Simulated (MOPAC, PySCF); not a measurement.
C7H18O3Sn, SMILES `CCC[CH2][Sn]([O]C)([O]C)[O]C`, neutral singlet in the gas phase. In the def2 sets core potentials replace the inner electrons of Sn.

Z-matrix (Å, degrees):
```
Sn
O 1 1.9755
C 2 1.4018 1 122.04
H 3 1.1037 2 108.80 1 -155.26
H 3 1.1052 4 107.75 2 -122.90
H 3 1.1074 4 107.36 5 -115.67
O 1 1.9847 2 102.98 3 31.24
C 7 1.4002 1 121.71 2 -145.60
H 8 1.1038 7 108.92 1 154.03
H 8 1.1064 9 107.59 7 123.21
H 8 1.1076 9 107.27 10 115.21
O 1 1.9859 2 109.17 3 -80.45
C 12 1.3993 1 120.97 2 33.66
H 13 1.1036 12 108.74 1 -177.50
H 13 1.1070 14 107.39 12 -122.40
H 13 1.1082 14 107.19 15 -115.19
C 1 2.1298 2 109.69 3 159.54
H 17 1.1013 1 106.86 2 -73.81
H 17 1.1014 18 107.60 1 114.51
C 17 1.5249 18 111.95 19 123.31
H 20 1.1038 17 109.82 18 62.52
H 20 1.1041 21 105.82 17 -118.36
C 20 1.5249 21 109.36 22 -117.50
H 23 1.1044 20 109.02 21 -64.85
H 23 1.1044 24 105.80 20 117.16
C 23 1.5201 24 109.82 25 118.48
H 26 1.1003 23 111.56 24 -57.94
H 26 1.1017 27 107.62 23 -122.28
H 26 1.1017 27 107.61 28 -115.43
```
Charge 0, multiplicity 1.

All levels are single points at this geometry (PBE0-D3(BJ)/def2-SVP); Pople sets use spherical d functions. Orbital energies aren't observables, and empty levels follow the basis.

PBE-D3(BJ)/def2-SVP in PySCF gives HOMO (eV) = -5.69.

Q: Estimate the HOMO (eV) from each of these levels: CAM-B3LYP-D3(BJ)/def2-SVP in PySCF; PBE0-D3(BJ)/def2-SVP in PySCF; B3LYP/6-31G* (LANL2DZ on Sn) in PySCF; PBE/6-31G* (LANL2DZ on Sn) in PySCF; HF/6-31G* (LANL2DZ on Sn) in PySCF; AM1 in MOPAC; PM3 in MOPAC; PM6 in MOPAC; PM7 in MOPAC.

A: 
```json
[
 {"level": "CAM-B3LYP-D3(BJ)/def2-SVP in PySCF", "HOMO (eV)": "-8.69"},
 {"level": "PBE0-D3(BJ)/def2-SVP in PySCF", "HOMO (eV)": "-7.30"},
 {"level": "B3LYP/6-31G* (LANL2DZ on Sn) in PySCF", "HOMO (eV)": "-6.92"},
 {"level": "PBE/6-31G* (LANL2DZ on Sn) in PySCF", "HOMO (eV)": "-5.57"},
 {"level": "HF/6-31G* (LANL2DZ on Sn) in PySCF", "HOMO (eV)": "-10.98"},
 {"level": "AM1 in MOPAC", "HOMO (eV)": "-9.72"},
 {"level": "PM3 in MOPAC", "HOMO (eV)": "-10.51"},
 {"level": "PM6 in MOPAC", "HOMO (eV)": "-10.06"},
 {"level": "PM7 in MOPAC", "HOMO (eV)": "-9.76"}
]
```
